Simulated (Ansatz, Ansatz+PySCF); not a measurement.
```yaml
atoms:
  - { symbol: H, position_ang: [-0.4709, 0.6386, 0.3051] }
  - { symbol: C, position_ang: [0.2747, 0.6448, 1.0681] }
  - { symbol: C, position_ang: [1.0981, 0.5414, 1.9956] }
  - { symbol: O, position_ang: [1.7863, 0.4104, 2.9094] }
```

Basis set: def2-SVP (spherical functions). Correlated methods keep 3 orbitals frozen. Charge 0, multiplicity 2.

Computed with Ansatz (development build ahead of 0.2.0); each method stands on the lowest determinant of its kind that the runs found.

Task: Give the atomization energy at this shape (free ground-state atoms in the same class of orbitals less the molecule, no zero-point energy) of doublet C₂HO by PBE0 (unrestricted), UHF-MP2, UHF.

Result:

```tsv
method	atomization energy
PBE0 (unrestricted)	18.68 eV
UHF-MP2	17.66 eV
UHF	12.37 eV
```
